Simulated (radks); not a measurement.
Numerical settings for neutral rhenium, [Xe] 4f14 5d5 6s2. Method: scalar-relativistic Kohn-Sham, PBE, spin-unpolarised, spherical densities, finite nucleus; Fermi nuclear charge, rms radius 5.3698 fm; computed with a radial shooting solver on a logarithmic mesh with Libxc functionals. The defaults (mesh step 0.008 in ln r, mesh end at 40 bohr or more with all orbitals vanishing there, Anderson mixing 0.5 over 9 steps, residual threshold near 1e-9 with the energy settled to 1e-9 hartree or 1e-11 of itself, here a cap of 93 iterations) give E = -16689.433 hartree and 5d at -5.370 eV in 15 iterations. Run on one thread of a shared host, so times are rough (Arm Neoverse N1): 0.2 s of CPU time, 0.2 s wall, 15 iterations on 2440 mesh points. Changes against that run (0 stands for a change within the tolerance of the run):

| setting | iterations | converged | E (mhartree) | e(5d) (meV) | CPU (s) |
|---|---|---|---|---|---|
| mesh step in ln r 0.08 | 4 | no | diverged | - | 0.02 |
| mesh step in ln r 0.003 | 18 | yes | 0 | 0 | 0.57 |
| mesh step in ln r 0.03 | 14 | yes | -0.00164 | 0 | 0.07 |
| mesh end (bohr) 3 | 15 | level above zero | +2.56e+03 | +1.86e+04 | 0.15 |
| mesh end (bohr) 12 | 15 | yes | +0.02 | +2.13 | 0.19 |
| residual threshold 1e-13 | 30 | yes | 0 | 0 | 0.28 |
| residual threshold 0.1 | 10 | yes | 0 | -0.179 | 0.16 |
| mixing 1.5 | 17 | yes | 0 | 0 | 0.22 |
| linear mixing, mixing 0.8 | 93 | no | +1.14e+05 | -2.85e+05 | 2.4 |
| linear mixing, mixing 1 | 93 | no | +3.6e+05 | -1.11e+06 | 3.6 |
| mixing history 3 | 17 | yes | 0 | 0 | 0.21 |
| iteration cap 3 | 3 | no | -10.3 | +506 | 0.05 |

Settled on a wrong energy, with an occupied level pushed above zero by the early mesh end: mesh end (bohr) 3 (+2.56 hartree). Apart from these: no run marked as converged misses the energy by more than 1 mhartree. A mesh that ends early acts as a hard wall.
